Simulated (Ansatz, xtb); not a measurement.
**A geometry optimisation of BGeH2O+ with r2SCAN-D4/def2-SVP**

The starting geometry of this gas-phase singlet was built from a drawn formula by distance geometry and a force field; its bonds are those of `[BH2-]1[O+]=[Ge+]1`.

```xyz
5

B    -2.0862   -0.7452   -0.6010
Ge   -1.2833   -1.9613    0.9991
O    -0.7789   -1.2786   -0.3567
H    -1.9954    0.4453   -0.6537
H    -2.5335   -1.1708   -1.5765
```

Problem. Predict what becomes of its bonds when it is optimised with r2SCAN-D4/def2-SVP.

Solution. A bond breaks, leaving `B[O+]=[Ge]`. Contacts that open: B1–Ge2 (2.16 → 3.10 Å).

The energy falls by 3.31 eV over 9 steps:

| step | E − E(last) (eV) |
| --- | --- |
| 1 | 3.308 |
| 2 | 1.486 |
| 3 | 0.742 |
| 4 | 0.414 |
| 5 | 0.181 |
| 6 | 0.043 |
| 7 | 0.002 |
| 8 | 0.000 |
| 9 | 0.000 |

Final geometry (Å):

```
atom    x (Å)    y (Å)    z (Å)
   B  -2.0310  -0.5564  -0.9215
  Ge  -0.6967  -2.2981   1.2626
   O  -1.4268  -1.3448   0.0672
   H  -1.9375   0.6319  -0.7886
   H  -2.5852  -1.1432  -1.8085
```

From the same start GFN2-xTB reaches the same bonding as this run.

The end wasn't checked by frequencies. Run with Ansatz 0.2.0, 5.1 s on 2 threads of Intel(R) Xeon(R) 6975P-C (Granite Rapids), with other jobs on the host.
